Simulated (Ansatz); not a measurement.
Coupled-cluster diagnostics for trans-Ti(H2O)2F4 (TiO₂F₄H₄), Ansatz.

Geometry of the singlet (r2SCAN-D4/def2-SVP):

Cartesian coordinates in Å:
```
F -1.218 1.122 0.275
F 0.932 -1.185 -1.180
F 1.375 0.927 0.295
F -1.118 -1.486 0.435
O -0.592 0.525 -1.997
O 0.580 -0.654 1.965
Ti -0.008 -0.169 -0.047
H 0.091 0.397 -2.671
H -0.893 1.445 -1.998
H -0.145 -1.012 2.497
H 0.996 0.089 2.426
```

Correlated methods freeze 11 core orbitals; core or outer-core shells of Ti are correlated, in sets that lack core-valence functions. No other spin state of charge 0 was run. Another isomer (singlet) lies 0.39 eV lower at PBE0-D4/def2-TZVP; other spin states weren't run for this one.

Estimate the CCSD(T) correlation energy, the shares of MP2 and (T), T1 and the reference's ⟨S²⟩ for: charge 0, singlet, own geometry in def2-SVP; and the rough time on 4 threads of Arm Neoverse V1 on a shared host.


```csv
state,basis,correlation (eV),MP2 share (%),(T) share (%),T1,⟨S²⟩ (pure),wall time
"charge 0, singlet, own geometry",def2-SVP,-41.486,96.6,2.7,0.019,0.00 (0.00),49 s
```
Customary marks for T1 are 0.02 (closed shells), 0.045 (open shells) and about 0.05 (3d metals). T1 stays under 0.02 throughout.
